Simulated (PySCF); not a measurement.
Job for PySCF: D3(BJ) and D4 dispersion corrections on C2H6Si (a complex).

```python
from pyscf import gto
from pyscf.dispersion import dftd3, dftd4

mol = gto.M(
    atom='''
    Si    0.28503007   -0.06825027    0.05125977
    H     1.12559523    1.00353475    0.62741118
    H    -1.14374990    0.22837291    0.29482541
    H     0.63804009   -1.36812702    0.66242898
    H     0.52258807   -0.13895291   -1.41043215
    C     0.19554055   -0.12286014    3.74376269
    C    -0.90862661    0.29488111    3.54743630
    H     1.17635576   -0.49412491    3.91495029
    H    -1.88851389    0.66535037    3.36944413
    ''',
    basis='def2-svp',
    charge=0, spin=0, verbose=0, max_memory=1800)
d3, d4 = {}, {}
for xc in ['hf', 'pbe', 'blyp', 'revpbe', 'tpss', 'r2scan', 'b3lyp', 'pbe0', 'bhlyp', 'camb3lyp', 'b2plyp']:
    d3[xc] = float(dftd3.DFTD3Dispersion(mol, xc=xc, version='d3bj', atm=False).get_dispersion()['energy'])
    print(f'D3(BJ) {xc:10s} {d3[xc]:14.8f} Eh')
for xc in ['hf', 'pbe', 'blyp', 'revpbe', 'tpss', 'r2scan', 'b3lyp', 'pbe0', 'bhlyp', 'camb3lyp', 'b2plyp']:
    d4[xc] = float(dftd4.DFTD4Dispersion(mol, xc={'camb3lyp': 'cam-b3lyp'}.get(xc, xc), atm=True).get_dispersion()['energy'])
    print(f'D4     {xc:10s} {d4[xc]:14.8f} Eh')
```

Program output:

```
D3(BJ) hf            -0.03639718 Eh
D3(BJ) pbe           -0.00483660 Eh
D3(BJ) blyp          -0.01011880 Eh
D3(BJ) revpbe        -0.01179611 Eh
D3(BJ) tpss          -0.00616903 Eh
D3(BJ) r2scan        -0.00147769 Eh
D3(BJ) b3lyp         -0.00828900 Eh
D3(BJ) pbe0          -0.00429555 Eh
D3(BJ) bhlyp         -0.00643899 Eh
D3(BJ) camb3lyp      -0.00400880 Eh
D3(BJ) b2plyp        -0.00390131 Eh
D4     hf            -0.01447984 Eh
D4     pbe           -0.00432704 Eh
D4     blyp          -0.00927718 Eh
D4     revpbe        -0.01300862 Eh
D4     tpss          -0.00583218 Eh
D4     r2scan        -0.00117641 Eh
D4     b3lyp         -0.00685360 Eh
D4     pbe0          -0.00372929 Eh
D4     bhlyp         -0.00508767 Eh
D4     camb3lyp      -0.00380224 Eh
D4     b2plyp        -0.00307825 Eh
```

The run finished.

Cost: roughly 0.010 core-seconds.
